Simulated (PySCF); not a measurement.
C5H9NSi2.
Bonds: Si1–Si2, Si2–C3, C3–C4 (aromatic), C4–C5 (aromatic), C5–C6 (aromatic), C6–C7 (aromatic), C7–N8 (aromatic), C3–N8 (aromatic). Hydrogens: H9, H10, H11 on Si1; H12, H13 on Si2; H14 on C4; H15 on C5; H16 on C6; H17 on C7.

Level: CAM-B3LYP/def2-SVPD in PySCF, non-relativistic, on one gas-phase PBE0-D3(BJ)/def2-SVP geometry that isn't relaxed in the solvent. The solvent is an IEF-PCM continuum (Bondi radii, 1.10 Å for H, scaled by 1.2), and excitations are vertical TDDFT with non-equilibrium linear response and a frozen core. The model holds no explicit solvent molecules, cavitation or dispersion.

Gas-phase singlets (H = HOMO, L = LUMO):

```
state  E (eV)  λ (nm)      f  leading configurations
   S1   4.774     260  0.004                 H→L 95%
   S2   5.118     242  0.000               H→L+1 96%
   S3   5.456     227  0.068  H-1→L 60%, H-3→L+1 16%
   S4   6.122     203  0.130  H-1→L+1 54%, H-1→L 20%
   S5   6.496     191  0.001  H-2→L 59%, H-2→L+1 12%
```

**Question.** What are the lowest 5 singlets in cyclohexane (ε = 2.017)?

**Answer.** 
```csv
state,E (eV),λ (nm),f,leading configurations,change by rank (eV)
S1,4.809,258,0.005,H→L 94%,+0.035
S2,5.172,240,0.000,H→L+1 95%,+0.054
S3,5.425,229,0.108,"H-1→L 64%, H-3→L+1 14%",-0.031
S4,6.077,204,0.186,"H-1→L+1 58%, H-1→L 18%",-0.045
S5,6.521,190,0.004,"H-2→L 61%, H-2→L+1 11%",+0.025
```

**Question.** What are the lowest 5 singlets in dichloromethane (ε = 8.93)?

**Answer.** 
```tsv
state	E (eV)	λ (nm)	f	leading configurations	change by rank (eV)
S1	4.869	255	0.005	H-1→L 95%	+0.095
S2	5.250	236	0.000	H-1→L+1 95%	+0.132
S3	5.426	228	0.113	H→L 66%, H-3→L+1 13%	-0.030
S4	6.082	204	0.178	H→L+1 59%, H→L 18%	-0.040
S5	6.555	189	0.006	H-2→L 60%, H-2→L+1 10%	+0.059
```

**Question.** How do the frontier levels move from gas to dichloromethane?

**Answer.** 
```csv
orbital,gas (eV),solvent (eV),change (eV)
LUMO+2,1.15,1.20,+0.05
LUMO+1,0.19,0.31,+0.12
LUMO,-0.10,0.00,+0.10
HOMO,-8.81,-8.78,+0.03
HOMO-1,-8.88,-8.82,+0.06
HOMO-2,-9.43,-9.45,-0.02
HOMO-3,-9.81,-9.72,+0.09
```

The HOMO–LUMO gap goes from 8.72 to 8.78 eV. Rows go by rank; for HOMO-1, HOMO and LUMO+2 the atom shares or the degeneracy differ between the runs, so the row needn't follow one orbital.

Shape of the structure used: `[SiH3:1][SiH2:2][c:3]1[cH:4][cH:5][cH:6][cH:7][n:8]1`: Si1–Si2–C3–C4 157°.
